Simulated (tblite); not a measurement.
C₃H₁₀GeSi.
Atom-mapped SMILES: `[CH2:1]=[CH:2][CH2:3][GeH2:4][SiH3:5]` (hydrogens: H6, H7 on C1; H8 on C2; H9, H10 on C3; H11, H12 on Ge4; H13, H14, H15 on Si5)

Computed with GFN2-xTB (tblite), gas phase: nudged elastic band of 9 images (0 to 8), spring 0.2 eV/Å², climbing image at the end, force threshold 0.05 eV/Å. No saddle search or frequency run followed, so the top image need not be a first-order saddle, and its height can exceed the method's true barrier by a kcal/mol or more.

The band describes a rotation about C3–Ge4 (sp3 carbon bound to germanium, germanium bonded to C, Si and 2 H), followed by the dihedral C2–C3–Ge4–Si5, from the optimised start (48°) to a second optimised geometry at 175°.

**Question.** How does the energy change from image to image?

**Answer.** 
```
image  dihedral (°)  E (eV)  C3–Ge4 (Å)  C2···Si5 (Å)  largest true force (eV/Å)
    0            48   0.000       2.001          3.81                       0.01
    1            64   0.007       2.001          3.96                       0.05
    2            80   0.026       2.004          4.16                       0.05
    3            95   0.050       2.007          4.36                       0.05
    4           111   0.064       2.009          4.55                       0.05
    5           127   0.061       2.007          4.71                       0.05
    6           143   0.042       2.003          4.83                       0.05
    7           159   0.021       1.999          4.91                       0.05
    8           175   0.008       1.999          4.98                       0.01
```

Barriers of this band. The top is image 4 at 111°: 0.064 eV forward and 0.056 eV back; the end lies 0.008 eV above the start. The central bond is 0.008 Å longer at the top than at the start.

**Question.** What rate follows at 250 K for crossing this barrier forward?

**Answer.** Taking the electronic barrier for the free energy of activation (no zero-point or entropy terms, transmission 1), rate = (kT/h)·exp(−ΔE/kT) ≈ 3 × 10^11 s⁻¹, whose inverse is 4 × 10^-12 s. An error of 1 kcal/mol in the barrier changes this by a factor of 7, and the method and the loose band can each miss by that much or more. The barrier is only 3.0 kT, where transition-state theory is rough.

**Question.** How would the two end points share their population at 250 K, from these energies alone?

**Answer.** exp(−ΔE/kT) with ΔE = 0.008 eV gives 0.69 for the higher one (end) against 1 for the lower, without vibrational, rotational or degeneracy terms. GFN2-xTB can put conformers this close in the wrong order.

What follows is the cost of the whole band run. Rough CPU time on one thread of a shared machine: about 9 s.
